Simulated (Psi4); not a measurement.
H4AlO4, charge -1, singlet, at a GFN2-xTB geometry (such geometries of metal compounds can be far from the true shape) (a gas-phase anion, which may not be bound at this level); PBE/def2-SV(P) in Psi4.

The Psi4 input:
```
memory 2 GB

molecule mol {
-1 1
  Al   -0.000000   -0.000000   -0.000000
  O     1.600131   -0.418615   -0.569455
  H     1.764274   -0.418334   -1.502259
  O     0.114703    0.262632    1.725632
  H     0.838518    0.774101    2.059637
  O    -0.519945    1.407451   -0.899264
  H    -1.430292    1.664718   -0.852893
  O    -1.194889   -1.251468   -0.256913
  H    -1.172500   -2.020486    0.295516
}

set basis def2-sv(p)
set reference rks

energy('pbe')
print_variables()
```

Output, abridged:

```
   => Loading Basis Set <=

    Name: DEF2-SV(P)
    Role: ORBITAL
    Keyword: BASIS

         ---------------------------------------------------------
                                   SCF
               by Justin Turney, Rob Parrish, Andy Simmonett
                          and Daniel G. A. Smith
                              RKS Reference
         ---------------------------------------------------------

  ==> Geometry <==

    Molecular point group: c1
    Full point group: C1

    Geometry (in Angstrom), charge = -1, multiplicity = 1:

       Center              X                  Y                   Z               Mass
    ------------   -----------------  -----------------  -----------------  -----------------
         AL           0.000000000000     0.000000010610    -0.000000010610    26.981538530000
         O            1.600131000000    -0.418614989390    -0.569455010610    15.994914619570
         H            1.764274000000    -0.418333989390    -1.502259010610     1.007825032230
         O            0.114703000000     0.262632010610     1.725631989390    15.994914619570
         H            0.838518000000     0.774101010610     2.059636989390     1.007825032230
         O           -0.519945000000     1.407451010610    -0.899264010610    15.994914619570
         H           -1.430292000000     1.664718010610    -0.852893010610     1.007825032230
         O           -1.194889000000    -1.251467989390    -0.256913010610    15.994914619570
         H           -1.172500000000    -2.020485989390     0.295515989390     1.007825032230

  Running in c1 symmetry.

  Rotational constants: A =      0.11867  B =      0.11867  C =      0.11080 [cm^-1]
  Rotational constants: A =   3557.72952  B =   3557.72838  C =   3321.62574 [MHz]
  Nuclear repulsion =  242.779402337050271

  Charge       = -1
  Multiplicity = 1
  Electrons    = 50
  Nalpha       = 25
  Nbeta        = 25

  ==> Algorithm <==

  SCF Algorithm Type is DF.
  DIIS enabled.
  MOM disabled.
  Fractional occupation disabled.
  Guess Type is SAD.
  Energy threshold   = 1.00e-06
  Density threshold  = 1.00e-06
  Integral threshold = 1.00e-12

  ==> Primary Basis <==

  Basis Set: DEF2-SV(P)
    Blend: DEF2-SV(P)
    Number of shells: 40
    Number of basis functions: 82
    Number of Cartesian functions: 87
    Spherical Harmonics?: true
    Max angular momentum: 2

  ==> DFT Potential <==

   => LibXC <=

    Version 7.1.2
[...]
   @DF-RKS iter   4:  -545.16521253051064   -9.77432e-03   2.56809e-04 ADIIS/DIIS
   @DF-RKS iter   5:  -545.16535596711481   -1.43437e-04   8.43462e-05 DIIS
   @DF-RKS iter   6:  -545.16536844037137   -1.24733e-05   4.81013e-05 DIIS
   @DF-RKS iter   7:  -545.16537419310862   -5.75274e-06   6.93495e-06 DIIS
   @DF-RKS iter   8:  -545.16537432113535   -1.28027e-07   1.39902e-06 DIIS
   @DF-RKS iter   9:  -545.16537432679252   -5.65717e-09   1.58068e-07 DIIS
  Energy and wave function converged.

  ==> Post-Iterations <==

   Electrons on quadrature grid:
      Ntotal   =   49.9999534428 ; deviation = -4.656e-05

    Orbital Energies [Eh]
    ---------------------

    Doubly Occupied:

[...]
      25A     -0.006909

    Virtual:

[...]
    Final Occupation by Irrep:
              A
    DOCC [    25 ]
    NA   [    25 ]
    NB   [    25 ]

  @DF-RKS Final Energy:  -545.16537432679252

   => Energetics <=

    Nuclear Repulsion Energy =            242.7794023370502714
    One-Electron Energy =               -1250.7134759158461748
    Two-Electron Energy =                 517.3149924031442879
    DFT Exchange-Correlation Energy =     -54.5462931511408939
    Empirical Dispersion Energy =           0.0000000000000000
    VV10 Nonlocal Energy =                  0.0000000000000000
    Total Energy =                       -545.1653743267925165

Computation Completed

Properties will be evaluated at   0.000000,   0.000000,   0.000000 [a0]

Properties computed using the SCF density matrix

 Multipole Moments:

 ------------------------------------------------------------------------------------
     Multipole            Electronic (a.u.)      Nuclear  (a.u.)        Total (a.u.)
 ------------------------------------------------------------------------------------

 L = 1.  Multiply by 2.5417464519 to convert [e a0] to [Debye]
 Dipole X            :         -0.0000001           -0.0000000           -0.0000001
 Dipole Y            :          0.0000005           -0.0000009           -0.0000004
 Dipole Z            :         -0.0000009            0.0000009            0.0000001
 Magnitude           :                                                    0.0000004

 ------------------------------------------------------------------------------------

  Variable Map:
  ----------------------------------------------------------------------------
[...]
  Array Variable Map:
  ----------------------------------------------------------------------------
[...]
[...]
```
